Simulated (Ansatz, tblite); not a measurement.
Removing and adding an electron: (CuOH)2 ring (Cu2O2H2). Total charge 0; singlet. Geometry: PBE-D4/def2-SVP. Ansatz, gas phase; energy differences of separate SCF runs; the oxidised species was run as a doublet alone; the reduced species was run as a doublet alone.

```
atom   x (Å)   y (Å)   z (Å)
 Cu1   0.860  -0.731  -0.050
  O2  -0.346  -0.301  -1.566
 Cu3  -0.859   0.733   0.049
  O4   0.346   0.300   1.567
  H5   0.082   0.248  -2.251
  H6  -0.083  -0.249   2.251
```

The xTB rows come from tblite.

(1) Estimate orbital energies and vertical ionisation energies and electron affinities at: GFN1-xTB; GFN2-xTB; PBE-D4/def2-TZVP; PBE-D4/def2-TZVPD; r2SCAN-D4/def2-TZVP; r2SCAN-D4/def2-TZVPD; PBE0-D4/def2-TZVP; PBE0-D4/def2-TZVPD.

## Answers

(1) 
```csv
level,−HOMO (eV),vertical IE (eV),−LUMO (eV),vertical EA (eV),HOMO–LUMO gap (eV),IE − EA (eV),remarks
GFN1-xTB,10.43,13.20,7.11,4.23,3.32,8.97,–
GFN2-xTB,8.99,12.88,5.00,2.64,3.99,10.24,–
PBE-D4/def2-TZVP,4.36,7.76,2.83,–,1.54,–,–
PBE-D4/def2-TZVPD,4.45,–,2.91,0.80,1.54,–,HOMO above zero (-1 doublet)
r2SCAN-D4/def2-TZVP,4.39,7.66,2.51,–,1.88,–,–
r2SCAN-D4/def2-TZVPD,4.45,–,2.57,0.74,1.88,–,HOMO above zero (-1 doublet)
PBE0-D4/def2-TZVP,5.94,8.04,1.77,–,4.18,–,–
PBE0-D4/def2-TZVPD,6.00,–,1.85,0.45,4.15,–,HOMO above zero (-1 doublet)
```

   A HOMO above zero means that the electron is unbound at that level or that self-interaction error raises the level; the energy of removing that electron tells which. Raw xTB energy differences between charge states are shifted by several eV; the methods need an empirical correction for them.
